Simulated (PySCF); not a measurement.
C₅H₁₀O₂, triplet, geometry from GFN2-xTB (a higher spin typed on purpose: for a closed-shell molecule this is an excited state); CCSD/STO-3G (PySCF).

Input for PySCF:
```python
from pyscf import gto, scf, cc

mol = gto.M(
    atom='''
C    -0.73625456    0.18031274    1.50162581
C    -0.60520756    0.18405462   -0.00498451
C    -1.56034575   -0.77288188   -0.68318510
C    -0.64173758    1.56773273   -0.61747268
C     0.96848711   -0.34934101   -0.39686554
O     1.84217162    0.55662477    0.13610481
O     1.02552288   -1.59639469   -0.19987370
H    -0.06594003    0.90706390    1.95627426
H    -1.75933852    0.43698540    1.78035443
H    -0.51929729   -0.80943847    1.89963957
H    -2.57965495   -0.40056188   -0.57585168
H    -1.49643221   -1.76237632   -0.23958998
H    -1.33473584   -0.85712739   -1.74327402
H     0.11509125    2.21377824   -0.18104230
H    -0.48193302    1.52016241   -1.69168375
H    -1.62417773    2.00495061   -0.43322171
H     2.25521264    0.20545970    0.94383816
''',
    basis='sto-3g',
    spin=2,
    verbose=5,
    cart=True,
)

mf = scf.UHF(mol)
mf.kernel()

mycc = cc.CCSD(mf)
mycc.kernel()
print('E(CCSD) = %.10f' % mycc.e_tot)
mf.analyze()
```

What the program printed (banner, timings and long lists left out):

```
PySCF version 2.14.0

[INPUT] verbose = 5
[INPUT] max_memory = 4000
[INPUT] num. atoms = 17
[INPUT] num. electrons = 56
[INPUT] charge = 0
[INPUT] spin (= nelec alpha-beta = 2S) = 2
[INPUT] symmetry False subgroup None
[INPUT] Mole.unit = angstrom
[INPUT] Cartesian GTO integrals (6d 10f)
[INPUT] Symbol           X                Y                Z      unit          X                Y                Z       unit  Magmom
[...]
[INPUT] ---------------- BASIS SET ----------------
[INPUT] l, kappa, [nprim/nctr], expnt,             c_1 c_2 ...
[INPUT] O
[...]
                                23.808861         0.53532814
                                6.4436083         0.44463454
[...]
                                1.1695961         0.39951283
                                0.380389          0.70011547
[...]
                                1.1695961         0.60768372
                                0.380389          0.39195739
[INPUT] H
[...]
                                0.62391373        0.53532814
                                0.1688554         0.44463454
[INPUT] C
[...]
                                13.045096         0.53532814
                                3.5305122         0.44463454
[...]
                                0.6834831         0.39951283
                                0.2222899         0.70011547
[...]
                                0.6834831         0.60768372
                                0.2222899         0.39195739

nuclear repulsion = 327.517512590673
number of shells = 31
number of NR pGTOs = 135
number of NR cGTOs = 45
basis = sto-3g
ecp = {}

******** <class 'pyscf.scf.uhf.UHF'> ********
method = UHF
initial guess = minao
damping factor = 0
level_shift factor = 0
DIIS = <class 'pyscf.scf.diis.CDIIS'>
diis_start_cycle = 1
diis_space = 8
diis_damp = 0
SCF conv_tol = 1e-09
SCF conv_tol_grad = None
SCF max_cycles = 50
direct_scf = True
direct_scf_tol = 1e-13
number electrons alpha = 29  beta = 27
Set gradient conv threshold to 3.16228e-05
E1 = -1110.478288179779  E2 = 441.31868565880717  Ecoul = 487.76916932173384  Exc = -46.45048366292667
init E= -341.642089930299
cond(S) = 12.973399364666701

  alpha mo_energy =
[-20.62929691 -20.57587501 -11.13718993 -11.13594789 -11.13529254
 -11.11888074 -11.0733394   -1.80994074  -1.55387469  -1.51824523
  -1.201089    -1.19465454  -0.9235274   -0.77517098  -0.67565232
  -0.63022948  -0.58167066  -0.55493354  -0.54409927  -0.47748617
  -0.46257741  -0.45679837  -0.43071172  -0.42100372  -0.39269425
  -0.34988225  -0.34663893  -0.23041864   0.02119296   0.38780648
   0.4142256    0.47142476   0.47980559   0.5021735    0.51130994
   0.54014138   0.56916729   0.57808924   0.59288824   0.59665208
   0.60927582   0.6394599    0.66274469   0.68429672   0.76058758]
  beta  mo_energy =
[-20.62929691 -20.57587501 -11.13718993 -11.13594789 -11.13529254
 -11.11888074 -11.0733394   -1.80994074  -1.55387469  -1.51824523
  -1.201089    -1.19465454  -0.9235274   -0.77517098  -0.67565232
  -0.63022948  -0.58167066  -0.55493354  -0.54409927  -0.47748617
  -0.46257741  -0.45679837  -0.43071172  -0.42100372  -0.39269425
  -0.34988225  -0.34663893  -0.23041864   0.02119296   0.38780648
   0.4142256    0.47142476   0.47980559   0.5021735    0.51130994
   0.54014138   0.56916729   0.57808924   0.59288824   0.59665208
   0.60927582   0.6394599    0.66274469   0.68429672   0.76058758]
multiplicity <S^2> = 2  2S+1 = 3
E1 = -1117.297395779041  E2 = 449.6193627247889  Ecoul = 496.11450013851515  Exc = -46.49513741372624
cycle= 1 E= -340.160520463579  delta_E= 1.48  |g|= 0.478  |ddm|= 3.56
  alpha mo_energy =
[-20.1390023  -19.77811197 -11.24599077 -11.23084272 -11.12673982
 -11.10011963 -11.08515193  -1.32260889  -1.17004834  -1.1076067
  -0.97968286  -0.96139818  -0.84490677  -0.73703559  -0.66509732
  -0.64250594  -0.63332593  -0.58501175  -0.56971723  -0.53448422
  -0.52354639  -0.51642199  -0.50540517  -0.4830583   -0.45732155
[...]
converged SCF energy = -340.447144984975  <S^2> = 2.0072744  2S+1 = 3.0048457
E(UCCSD) = -340.8452291324853  E_corr = -0.3980841475104603
E(CCSD) = -340.8452291325
Total Energy =                        -340.447144984974841
[...]
14  H 1s        -0.35050   0.02947   0.02562  -0.26016   0.02127
15  H 1s        -0.33493  -0.27743  -0.03038  -0.00372  -0.06827
16  H 1s        -0.00008   0.05363  -0.07265  -0.01636  -0.12086

To work with the spin densities directly, `use mulliken_meta_spin()` only printing them here.

 ** Mulliken spin pop alpha/beta on meta-lowdin orthogonal AOs **
 ** Mulliken Spin Density (per AO)  **
spin_pop of  0  C 1s        0.00000
spin_pop of  0  C 2s       -0.00033
spin_pop of  0  C 2px      -0.00335
spin_pop of  0  C 2py      -0.00058
spin_pop of  0  C 2pz       0.00311
spin_pop of  1  C 1s       -0.00000
spin_pop of  1  C 2s        0.02178
spin_pop of  1  C 2px       0.09722
spin_pop of  1  C 2py       0.02323
spin_pop of  1  C 2pz       0.00867
spin_pop of  2  C 1s        0.00000
spin_pop of  2  C 2s       -0.00211
spin_pop of  2  C 2px      -0.00377
spin_pop of  2  C 2py      -0.00271
spin_pop of  2  C 2pz      -0.00211
spin_pop of  3  C 1s        0.00000
spin_pop of  3  C 2s       -0.00095
spin_pop of  3  C 2px      -0.00201
spin_pop of  3  C 2py      -0.00357
spin_pop of  3  C 2pz      -0.00131
spin_pop of  4  C 1s       -0.00001
spin_pop of  4  C 2s        0.12033
spin_pop of  4  C 2px      -0.04311
spin_pop of  4  C 2py       0.00273
spin_pop of  4  C 2pz       0.60542
spin_pop of  5  O 1s        0.00000
spin_pop of  5  O 2s        0.01248
spin_pop of  5  O 2px      -0.00075
spin_pop of  5  O 2py       0.02372
spin_pop of  5  O 2pz       0.01120
spin_pop of  6  O 1s       -0.00001
spin_pop of  6  O 2s        0.02088
spin_pop of  6  O 2px       0.90845
spin_pop of  6  O 2py      -0.00306
spin_pop of  6  O 2pz       0.15784
spin_pop of  7  H 1s        0.00049
spin_pop of  8  H 1s        0.00772
spin_pop of  9  H 1s        0.00148
spin_pop of  10  H 1s        0.00131
spin_pop of  11  H 1s        0.00041
spin_pop of  12  H 1s        0.00137
spin_pop of  13  H 1s        0.00083
spin_pop of  14  H 1s        0.00083
spin_pop of  15  H 1s        0.00487
spin_pop of  16  H 1s        0.03336
 ** Mulliken Spin Density (per atom)  **
spin density of  0 C =     -0.00115
spin density of  1 C =      0.15090
spin density of  2 C =     -0.01071
spin density of  3 C =     -0.00784
spin density of  4 C =      0.68536
spin density of  5 O =      0.04666
spin density of  6 O =      1.08411
spin density of  7 H =      0.00049
spin density of  8 H =      0.00772
spin density of  9 H =      0.00148
spin density of  10 H =      0.00131
spin density of  11 H =      0.00041
spin density of  12 H =      0.00137
spin density of  13 H =      0.00083
spin density of  14 H =      0.00083
spin density of  15 H =      0.00487
spin density of  16 H =      0.03336
 ** Mulliken pop alpha/beta on meta-lowdin orthogonal AOs **
 ** Mulliken pop       alpha | beta **
In total            29.00000 | 27.00000
 ** Mulliken atomic charges   ( Nelec_alpha | Nelec_beta ) **
charge of  0C =     -0.11238  (     3.05562      3.05676 )
charge of  1C =      0.05775  (     3.04657      2.89567 )
charge of  2C =     -0.11135  (     3.05032      3.06103 )
charge of  3C =     -0.10535  (     3.04875      3.05660 )
charge of  4C =      0.06123  (     3.31207      2.62670 )
charge of  5O =     -0.20288  (     4.12477      4.07811 )
charge of  6O =     -0.04085  (     4.56248      3.47837 )
charge of  7H =      0.03580  (     0.48235      0.48185 )
charge of  8H =      0.03525  (     0.48624      0.47851 )
charge of  9H =      0.03299  (     0.48425      0.48277 )
charge of  10H =      0.03173  (     0.48479      0.48348 )
charge of  11H =      0.03426  (     0.48307      0.48267 )
charge of  12H =      0.03685  (     0.48226      0.48089 )
charge of  13H =      0.04285  (     0.47899      0.47816 )
charge of  14H =      0.03548  (     0.48267      0.48184 )
charge of  15H =      0.02722  (     0.48883      0.48395 )
charge of  16H =      0.14139  (     0.44598      0.41263 )
Dipole moment(X, Y, Z, Debye): -0.16551, -0.24433,  1.17564
```
